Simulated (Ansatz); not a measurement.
Mulliken charges of H3InNO, SMILES `[NH2][In][OH]` radical from B3LYP/def2-TZVPP in Ansatz (PBE0-D4/def2-TZVP geometry).

| atom | x (Å) | y (Å) | z (Å) | charge (e) |
| --- | --- | --- | --- | --- |
| N1 | -0.980 | -0.218 | -1.044 | -0.453 |
| In2 | 0.941 | -0.097 | -0.287 | 0.549 |
| O3 | 0.933 | -0.108 | 1.722 | -0.513 |
| H4 | -1.045 | 0.034 | -2.024 | 0.124 |
| H5 | -1.612 | 0.392 | -0.532 | 0.127 |
| H6 | 1.806 | -0.067 | 2.120 | 0.167 |

Question: By hand: the dipole of these point charges (1 e Å = 4.8032 D).

Answer: Σ q r = (0.449, 0.144, -0.533) e Å, of length 0.712 e Å = 3.42 D.

Question: How does the dipole of the full density compare? (Estimate.)

Answer: The calculation gave: (0.277, 0.222, -0.349) e Å, 2.39 D; the point charges give 1.43 times that, at 15° from its direction.

Point charges leave out the atoms' own dipoles, such as those of lone pairs, and Mulliken's split depends on the basis, so the two needn't agree.

B3LYP here is the variant with VWN-RPA as its local correlation; programs differ in this.
